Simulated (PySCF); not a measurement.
**Atomic charges by several schemes**

Compound: C2H9FSSi2.
Z-matrix (Å and degrees, GFN2-xTB geometry), rows numbered from 1:
```
C 
Si  1  1.8885
S   2  2.1636  1  104.97
Si  3  2.1357  2  102.60  1   178.72
C   4  1.8827  3  109.15  2  -162.52
F   4  1.6179  3  107.96  2   -44.64
H   1  1.0853  2  110.74  3   174.76
H   1  1.0862  2  111.12  3    54.58
H   1  1.0864  2  111.25  3   -65.12
H   2  1.4586  1  112.74  3   117.63
H   2  1.4628  1  112.59  3  -115.90
H   4  1.4512  3  111.30  2    67.55
H   5  1.0869  4  111.10  3    58.13
H   5  1.0857  4  110.50  3   178.05
H   5  1.0848  4  111.36  3   -61.82
```

Density: PBE0/pcSseg-1 (PySCF); schemes: Mulliken, IAO, Hirshfeld and ESP-fitted. One conformer (not necessarily the lowest) at the GFN2-xTB geometry, without solvent, vibrations or thermal averaging.

Task: Tabulate the Mulliken, IAO, Hirshfeld and ESP-fitted charges.

Result: In e; atoms taken as equivalent share a row and are averaged (×n: the atom named and its like, n in all):

| atom | environment | Mulliken | IAO | Hirshfeld | ESP-fitted |
| --- | --- | --- | --- | --- | --- |
| C1 | Si-methyl carbon | -0.625 | -0.714 | -0.208 | -0.510 |
| Si2 | SiH2 silicon | +0.586 | +0.719 | +0.334 | +0.619 |
| S3 | sulfur bonded to 2 Si | -0.579 | -0.468 | -0.194 | -0.482 |
| Si4 | fluorine-bound silicon | +0.983 | +1.137 | +0.415 | +0.772 |
| C5 | Si-methyl carbon | -0.642 | -0.741 | -0.210 | -0.532 |
| F6 | silicon-bound fluorine | -0.426 | -0.541 | -0.206 | -0.328 |
| H7/H8/H9 | methyl hydrogen | +0.150 | +0.164 | +0.048 | +0.139 |
| H10 | Si–H hydrogen | -0.040 | -0.115 | -0.073 | -0.117 |
| H11 | Si–H hydrogen | -0.063 | -0.126 | -0.078 | -0.137 |
| H12 | Si–H hydrogen | -0.102 | -0.151 | -0.079 | -0.141 |
| H13/H14/H15 | methyl hydrogen | +0.153 | +0.169 | +0.051 | +0.146 |

Mean size of the charges over all atoms: IAO 0.381 e, Mulliken 0.330 e, ESP-fitted 0.300 e, Hirshfeld 0.140 e. Each set sums to the total charge, 0, to within 0.001 e. The Hirshfeld scheme divides the density at each point in proportion to the densities of the neutral, spherically averaged free atoms.

Lowest charge. All schemes agree: Mulliken C5 (-0.642); IAO C5 (-0.741); Hirshfeld C5 (-0.210); ESP-fitted C5 (-0.532).

Highest charge. All schemes agree: Mulliken Si4 (+0.983); IAO Si4 (+1.137); Hirshfeld Si4 (+0.415); ESP-fitted Si4 (+0.772).

Task: How many electrons does the Mulliken scheme count on Si2?

Result: Z − q = 14 − (+0.586) = 13.414.

Task: How closely do the schemes follow one another over all atoms?

Result: Correlation coefficient and root-mean-square difference: Mulliken with IAO 0.99, 0.081 e; Mulliken with ESP-fitted 0.99, 0.083 e; IAO with ESP-fitted 0.99, 0.136 e; Hirshfeld with ESP-fitted 0.99, 0.194 e; IAO with Hirshfeld 0.98, 0.315 e; Mulliken with Hirshfeld 0.97, 0.259 e.

Task: Sum the charges by element, for elements with more than one atom.

Result: 
```tsv
element	atoms	Mulliken	IAO	Hirshfeld	ESP-fitted
C	2	-1.266	-1.455	-0.418	-1.042
Si	2	+1.569	+1.856	+0.749	+1.391
H	9	+0.702	+0.608	+0.068	+0.461
```
